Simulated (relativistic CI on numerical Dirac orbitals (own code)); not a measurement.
## Slater and spin-orbit integrals, Hf36+

These numbers are calculated, not measured: Dirac-Coulomb-Breit CI, orbitals from a KLI potential per configuration, QED by a radiative potential, unscaled Slater integrals (own radial code, finite nucleus).

Slater integrals F^k, G^k are unscaled and averaged over j, outside the closed core [Ar] 3d10; ζ comes from projecting the Hamiltonian with its Breit term on Σ l·s of the shell.

- 4s2 4p5 4d: ζ(4p) = 425710, F^2(4p,4d) = 232340, G^1(4p,4d) = 287800, G^3(4p,4d) = 184680, ζ(4d) = 53583 cm⁻¹; <r>(4p) = 0.4327, <r^2>(4p) = 0.2118, <r>(4d) = 0.4328, <r^2>(4d) = 0.2141 (bohr units).
- 4s 4p6 4d: G^2(4s,4d) = 228450, ζ(4d) = 53870 cm⁻¹; <r>(4s) = 0.4214, <r^2>(4s) = 0.1997, <r>(4d) = 0.433, <r^2>(4d) = 0.2142 (bohr units).
- 4s2 4p5 4f: ζ(4p) = 424500, F^2(4p,4f) = 236290, G^2(4p,4f) = 185370, G^4(4p,4f) = 137010, ζ(4f) = 8983.3 cm⁻¹; <r>(4p) = 0.433, <r^2>(4p) = 0.2121, <r>(4f) = 0.4051, <r^2>(4f) = 0.1854 (bohr units).

Averages of the first 10 configurations, taken without configuration mixing, which lowers the lowest level and can move excited configurations by several eV; other configurations of the list can lie among them:

```csv
Configuration,Parity,States,Average energy above the lowest level (eV)
4s2 4p6,even,1,0.3
4s2 4p5 4d,odd,60,187.2
4s 4p6 4d,even,20,347.2
4s2 4p5 4f,even,84,376.4
4s 4p6 4f,odd,28,536.7
4p6 4d 4f,odd,140,885.9
4s2 4p5 5s,odd,12,646.1
4p6 4d2,even,45,698.4
4p5 4d3,odd,720,882.2
4p5 4d2 4f,even,3780,1067.3
```
